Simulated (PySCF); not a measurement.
# Run record: [C22H48N]+

The script drives PySCF SCF with an in-house response code with single-precision fitted integrals, so total energies wander by about 1e-6 Eh between cycles (the fitting error itself is about 1e-3 Eh and cancels in differences); atoms count from 0. Kgrid is the grid level of the response kernel; vcut the energy (Eh) above which virtual orbitals leave the response; delta the states run by ΔSCF (the anion only where the lumo is low enough to bind); pop asks for populations, which are stored and not printed; grid is the SCF grid level (2 if not given).

The basis has no diffuse functions, so the polarisability comes out too low.

Job and coordinates (Å):

```
{"job": {"kind": "uv", "basis": "6-31G*", "grid": 1, "kgrid": 0, "vcut": null, "nstates": 5, "ntriplets": 2, "tda": false, "delta": ["ip_vertical"], "pop": false, "xc": "PBE"}, "charge": 1, "multiplicity": 1}
C      8.850761    -0.815137     0.562323
C      8.114293    -1.468872     1.725723
C      6.866754    -0.699344     2.160139
C      5.760495    -0.684155     1.106188
C      4.500292    -0.012029     1.646916
C      3.402057     0.184770     0.600494
C      2.772312    -1.130848     0.145581
C      1.666964    -0.951173    -0.897813
C      0.423771    -0.258842    -0.326413
C     -0.681439    -0.233175    -1.379597
N     -2.010533     0.313606    -0.944477
C     -2.913526     0.260154    -2.146310
C     -4.422546     0.196194    -1.905037
C     -5.168621     0.365492    -3.232851
C     -6.675825     0.309390    -3.017523
C     -2.552821    -0.481754     0.196092
C     -2.617680    -1.992255    -0.036852
C     -3.479048    -2.677333     1.030376
C     -2.870555    -2.592498     2.424822
C     -1.789085     1.731472    -0.510787
C     -3.019762     2.596639    -0.254508
C     -2.606530     3.984560     0.255047
C     -2.038719     3.969390     1.669046
H      8.248538    -0.829965    -0.342642
H      9.777096    -1.346797     0.358788
H      9.094486     0.218319     0.799203
H      7.833743    -2.488642     1.451882
H      8.792763    -1.532369     2.579337
H      7.146556     0.328543     2.402376
H      6.474201    -1.157668     3.071589
H      5.540859    -1.711667     0.810094
H      6.101058    -0.142130     0.222587
H      4.775630     0.968436     2.042150
H      4.103774    -0.600509     2.477614
H      2.633523     0.826996     1.037238
H      3.818642     0.703431    -0.265759
H      2.371206    -1.660370     1.013078
H      3.547116    -1.758493    -0.294239
H      2.055287    -0.370152    -1.736258
H      1.382899    -1.935360    -1.277981
H      0.699027     0.750956    -0.026921
H      0.108193    -0.810865     0.559241
H     -0.843634    -1.252070    -1.733784
H     -0.346289     0.364669    -2.230769
H     -2.640367    -0.619450    -2.732833
H     -2.684628     1.138124    -2.754343
H     -4.703685    -0.767644    -1.480737
H     -4.762009     0.976341    -1.227191
H     -4.869694    -0.423586    -3.924888
H     -4.903508     1.323439    -3.684710
H     -7.194688     0.420599    -3.964520
H     -6.967279    -0.641842    -2.579212
H     -7.000277     1.108731    -2.355446
H     -1.928107    -0.280803     1.066831
H     -3.554224    -0.112705     0.415372
H     -3.042963    -2.212694    -1.016373
H     -1.619577    -2.430171     0.006279
H     -4.480017    -2.240735     1.036455
H     -3.582075    -3.727652     0.754308
H     -2.874236    -1.572992     2.802464
H     -3.442799    -3.204745     3.114907
H     -1.847712    -2.962424     2.418917
H     -1.188729     2.216322    -1.284577
H     -1.200073     1.699105     0.405541
H     -3.583525     2.738337    -1.175990
H     -3.668499     2.141510     0.494933
H     -3.494971     4.617213     0.243744
H     -1.881844     4.426872    -0.431036
H     -2.715726     3.457054     2.348923
H     -1.915820     4.987814     2.024741
H     -1.065121     3.487070     1.711289
```

Command:

```bash
OMP_NUM_THREADS=2 python large_run.py task.json out
```

**Question.** What does the program print?

**Answer.** 
```
start: PBE on a coarse grid of 51181 points
cycle   1  E = -920.2564571632  dE =  1.512e+00  |g| = 1.256e+00  |ddm| = 7.022e+00
cycle   2  E = -919.6141097594  dE =  6.423e-01  |g| = 2.046e+00  |ddm| = 3.619e+00
cycle   3  E = -920.6697986674  dE = -1.056e+00  |g| = 2.997e-01  |ddm| = 2.311e+00
cycle   4  E = -920.6881617678  dE = -1.836e-02  |g| = 9.123e-02  |ddm| = 3.660e-01
cycle   5  E = -920.6900355566  dE = -1.874e-03  |g| = 1.744e-02  |ddm| = 1.152e-01
cycle   6  E = -920.6900978875  dE = -6.233e-05  |g| = 7.449e-03  |ddm| = 2.615e-02
final grid: 212792 points
cycle   7  E = -920.4420425933  dE = -3.211e-04  |g| = 3.573e-02  |ddm| = 1.276e-01
cycle   8  E = -920.4416291456  dE =  4.134e-04  |g| = 5.320e-02  |ddm| = 9.457e-02
cycle   9  E = -920.4423825401  dE = -7.534e-04  |g| = 3.981e-03  |ddm| = 5.733e-02
cycle  10  E = -920.4423839167  dE = -1.377e-06  |g| = 1.652e-03  |ddm| = 5.135e-03
cycle  11  E = -920.4423852810  dE = -1.364e-06  |g| = 2.516e-04  |ddm| = 1.970e-03
cycle  12  E = -920.4423863181  dE = -1.037e-06  |g| = 9.487e-05  |ddm| = 3.315e-04
converged SCF energy = -920.4423863181
Vertical ionisation energy (delta-SCF) = 11.2697 eV   <S^2> = 0.751

Static polarisability (au): isotropic 243.726, principal 213.740 226.978 290.461

Singlet excitations
state   eV       nm        f      main configurations
  1   6.1618    201.2   0.00068   H->L 1.00
  2   6.3285    195.9   0.00286   H->L+1 1.00
  3   6.4057    193.6   0.00022   H-1->L 1.00
  4   6.5352    189.7   0.00060   H-2->L 1.00
  5   6.5718    188.7   0.00004   H-1->L+1 1.00

Triplet excitations (Tamm-Dancoff, eV): 6.1608 6.3269
```

**Question.** Roughly how long does this take on 2 threads of Arm Neoverse V2 (shared host), and how large is the basis?

**Answer.** About 39 s of wall time, peak memory 1.4 GiB; 418 basis functions and 1655 fitting functions.
